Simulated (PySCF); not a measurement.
## Iodine: a sound run and one with changed settings

Sound run: I [Kr] 4d10 5s2 5p5, I⁺ [Kr] 4d10 5s2 5p4. Calculation: PySCF 2.14, in x2c-SVPall (6s5p3d, 36 functions); the spin-free X2C one-electron Hamiltonian (Gaussian nucleus). The sound run starts from symmetry-adapted Hartree-Fock orbitals and uses a fine grid where one is needed.

Changed run: initial guess atom, at most 5 SCF cycles. This setting is unsound on purpose.

```
species  method  sound run (hartree)  changed run (hartree)  converged
      I     UHF          -7111.89438            -7111.89438         no
      I  r2SCAN          -7114.80147            -7114.80147         no
      I   B3LYP          -7114.87112            -7114.87112         no
     I⁺     UHF          -7111.54266            -7111.54266         no
     I⁺  r2SCAN          -7114.41286            -7114.41286         no
     I⁺   B3LYP          -7114.48149            -7114.48149         no
```

The SCF was stopped early; the energies are upper bounds that still move, and correlated levels were skipped or rest on poor orbitals.
